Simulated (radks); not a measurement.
Results of a calculation; reference values are marked as such.
The nuclear charge of neutral technetium is varied continuously with 43 electrons held in [Kr] 4d5 5s2. Code: a radial shooting solver on a logarithmic mesh with Libxc functionals. Model: scalar-relativistic Kohn-Sham, PBEsol, spin-polarised, spherical densities, finite nucleus; open shells are filled with parallel spins first (spin-orbit coupling, left out, can overturn this in heavy ions); Fermi nuclear charge, rms radius 4.4112 fm. By the Hellmann-Feynman theorem dE/dZ = E(electron-nucleus)/Z, the electronic potential at the nucleus (averaged over a nucleus of fixed radius). The scalar-relativistic energy here is not variational (the density holds large components alone), so the two differ by a part that grows with Z.

[
 {"Z": "42.8", "E (hartree)": "-4235.43745", "E(electron-nucleus)/Z (hartree)": "-238.606", "HOMO": "5s", "e(HOMO) (eV)": "-2.939", "<r> HOMO (bohr)": "3.687"},
 {"Z": "42.9", "E (hartree)": "-4259.39369", "E(electron-nucleus)/Z (hartree)": "-239.372", "HOMO": "5s", "e(HOMO) (eV)": "-3.594", "<r> HOMO (bohr)": "3.593"},
 {"Z": "43", "E (hartree)": "-4283.42697", "E(electron-nucleus)/Z (hartree)": "-240.137", "HOMO": "5s", "e(HOMO) (eV)": "-4.274", "<r> HOMO (bohr)": "3.507"},
 {"Z": "43.1", "E (hartree)": "-4307.53724", "E(electron-nucleus)/Z (hartree)": "-240.902", "HOMO": "5s", "e(HOMO) (eV)": "-4.978", "<r> HOMO (bohr)": "3.429"},
 {"Z": "43.2", "E (hartree)": "-4331.72449", "E(electron-nucleus)/Z (hartree)": "-241.666", "HOMO": "5s", "e(HOMO) (eV)": "-5.704", "<r> HOMO (bohr)": "3.357"},
 {"Z": "43.3", "E (hartree)": "-4355.98868", "E(electron-nucleus)/Z (hartree)": "-242.431", "HOMO": "5s", "e(HOMO) (eV)": "-6.453", "<r> HOMO (bohr)": "3.290"},
 {"Z": "43.4", "E (hartree)": "-4380.32980", "E(electron-nucleus)/Z (hartree)": "-243.195", "HOMO": "5s", "e(HOMO) (eV)": "-7.222", "<r> HOMO (bohr)": "3.227"},
 {"Z": "43.5", "E (hartree)": "-4404.74783", "E(electron-nucleus)/Z (hartree)": "-243.959", "HOMO": "5s", "e(HOMO) (eV)": "-8.013", "<r> HOMO (bohr)": "3.169"},
 {"Z": "43.6", "E (hartree)": "-4429.24275", "E(electron-nucleus)/Z (hartree)": "-244.723", "HOMO": "5s", "e(HOMO) (eV)": "-8.823", "<r> HOMO (bohr)": "3.114"},
 {"Z": "43.7", "E (hartree)": "-4453.81456", "E(electron-nucleus)/Z (hartree)": "-245.486", "HOMO": "5s", "e(HOMO) (eV)": "-9.654", "<r> HOMO (bohr)": "3.062"},
 {"Z": "43.8", "E (hartree)": "-4478.46325", "E(electron-nucleus)/Z (hartree)": "-246.250", "HOMO": "5s", "e(HOMO) (eV)": "-10.503", "<r> HOMO (bohr)": "3.012"},
 {"Z": "43.9", "E (hartree)": "-4503.18881", "E(electron-nucleus)/Z (hartree)": "-247.014", "HOMO": "5s", "e(HOMO) (eV)": "-11.372", "<r> HOMO (bohr)": "2.966"},
 {"Z": "44", "E (hartree)": "-4527.99124", "E(electron-nucleus)/Z (hartree)": "-247.777", "HOMO": "5s", "e(HOMO) (eV)": "-12.259", "<r> HOMO (bohr)": "2.921"}
]

The central difference of E at Z = 43 is -240.718 hartree, to compare with the third column; the second derivative is -7.7 hartree.
